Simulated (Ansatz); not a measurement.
Input for Ansatz (an electronic-structure program): U-CCSD(T)/def2-TZVPP on FHPb (SMILES [F][PbH]), a point of a bond scan (R = 4.138 Å). Elements past Kr take the def2 small-core potentials; no spin–orbit coupling. The run froze 10 orbitals, filled d shells among them.

Ansatz 0.2 input:
```yaml
crystal:
  periodic: [false, false, false]
  atoms:
    - {symbol: Pb, position_ang: [-0.06389622, -0.11971905, 0.14987185]}
    - {symbol: H, position_ang: [-1.03984583, -1.07338678, -1.12734692]}
    - {symbol: F, position_ang: [1.45930418, 2.53979653, -2.63034845]}
basis:
  gaussian:
    orbitals: def2-TZVPP
correlation: {method: ccsd_t, electrons: outside_noble_gas}
scf: {omitted_lower_state_checks: [cluster_reference]}
magnetization: {spin_polarized: true, initial_magnetization: 0}
```

It printed:

```
WARN ansatz: RAYON_NUM_THREADS=1 ignored (pool sized by the plan → 1); use --threads N
Functional definition: HF
these checks for a lower state are left out or cut short: cluster_reference
integrals: 0.14 GiB planned
767 factors; integrals over basis functions are off by at most 6.2e-4 eV
mean field: 0.24 GiB planned
mean field evaluation 1: about -7935.1333 eV, gradient 3.0e1 eV
mean field evaluation 2: about -7935.1335 eV, gradient 3.0e1 eV
mean field evaluation 4: about -7938.1083 eV, gradient 9.4e0 eV
mean field evaluation 8: about -7938.6157 eV, gradient 2.9e-1 eV
mean field evaluation 16: about -7940.1420 eV, gradient 4.5e0 eV
mean field evaluation 32: about -7940.3452 eV, gradient 6.6e-6 eV
mean field evaluation 64: about -7940.2397 eV, gradient 2.5e0 eV
mean field evaluation 96: about -7940.3452 eV, gradient 2.2e-6 eV
mean field evaluation 128: about -7940.3027 eV, gradient 6.2e-1 eV
mean field evaluation 160: about -7940.3451 eV, gradient 7.1e-3 eV
mean field evaluation 192: about -7940.3293 eV, gradient 1.1e-1 eV
mean field evaluation 224: about -7940.3497 eV, gradient 9.0e-2 eV
mean field evaluation 256: about -7940.3073 eV, gradient 1.5e-2 eV
mean field evaluation 288: about -7940.3432 eV, gradient 3.5e-2 eV
mean field evaluation 320: about -7937.0844 eV, gradient 4.3e0 eV
mean field -7940.35074495 eV, -291.8025077138 hartree, gradient 1.5e-6 eV, S^2 1.004696; 20 other end points of the search recorded, 0 dependent functions left out
10 core orbitals not correlated, not the lowest: weight in the atoms' cores, before any rotation towards them, 0.997 or more for the frozen orbitals, at most 0.002 for the correlated occupied ones
reference -7940.35074495 eV, -291.8025077138 hartree; 6, 6 occupied and 79, 79 virtual orbitals, 767 factors
second order -7.12228174 eV of doubles, -0.00000000 eV of singles
coupled cluster: 0.39 GiB planned
cycle   1  -7.66737685 eV  change   -5.5e-1 eV  update   6.6e-2
cycle   2  -7.89581761 eV  change   -2.3e-1 eV  update   2.6e-2
cycle   3  -7.91655998 eV  change   -2.1e-2 eV  update   2.6e-2
cycle   4  -7.92812873 eV  change   -1.2e-2 eV  update   2.2e-2
cycle   5  -7.93682896 eV  change   -8.7e-3 eV  update   2.1e-2
cycle   6  -7.98323495 eV  change   -4.6e-2 eV  update   1.9e-2
cycle   7  -8.00419972 eV  change   -2.1e-2 eV  update   9.5e-3
cycle   8  -8.01175665 eV  change   -7.6e-3 eV  update   3.8e-3
cycle   9  -8.01509375 eV  change   -3.3e-3 eV  update   2.0e-3
cycle  10  -8.01569319 eV  change   -6.0e-4 eV  update   1.4e-3
cycle  11  -8.01648706 eV  change   -7.9e-4 eV  update   1.1e-3
cycle  12  -8.01740410 eV  change   -9.2e-4 eV  update   7.5e-4
cycle  13  -8.01734768 eV  change    5.6e-5 eV  update   3.7e-4
cycle  14  -8.01768746 eV  change   -3.4e-4 eV  update   1.7e-4
cycle  15  -8.01758923 eV  change    9.8e-5 eV  update   9.6e-5
cycle  16  -8.01749002 eV  change    9.9e-5 eV  update   7.3e-5
cycle  17  -8.01741729 eV  change    7.3e-5 eV  update   6.1e-5
cycle  18  -8.01742844 eV  change   -1.1e-5 eV  update   5.4e-5
cycle  19  -8.01744131 eV  change   -1.3e-5 eV  update   5.1e-5
cycle  20  -8.01745431 eV  change   -1.3e-5 eV  update   4.8e-5
cycle  21  -8.01744146 eV  change    1.3e-5 eV  update   4.5e-5
cycle  22  -8.01744063 eV  change    8.3e-7 eV  update   4.4e-5
cycle  23  -8.01747882 eV  change   -3.8e-5 eV  update   4.0e-5
cycle  24  -8.01747020 eV  change    8.6e-6 eV  update   3.5e-5
cycle  25  -8.01749565 eV  change   -2.5e-5 eV  update   3.0e-5
cycle  26  -8.01746464 eV  change    3.1e-5 eV  update   2.3e-5
cycle  27  -8.01746213 eV  change    2.5e-6 eV  update   1.3e-5
coupled cluster: 0.39 GiB planned
perturbative correction -0.15460224 eV, -0.0056815275 hartree
WARN: the results are in doubt because among natural orbitals the method converges to other amplitudes
Total energy: -7948.52280932 eV, -292.1028255402 hartree
In doubt: among natural orbitals the method converges to other amplitudes
Checks for a lower state left out: cluster_reference
```

The calculation finished and met its thresholds. Its determinant has ⟨S²⟩ = 1.00, a mixture of spin states.

Warnings raised: other amplitudes.

Cost: roughly 24 core-seconds.
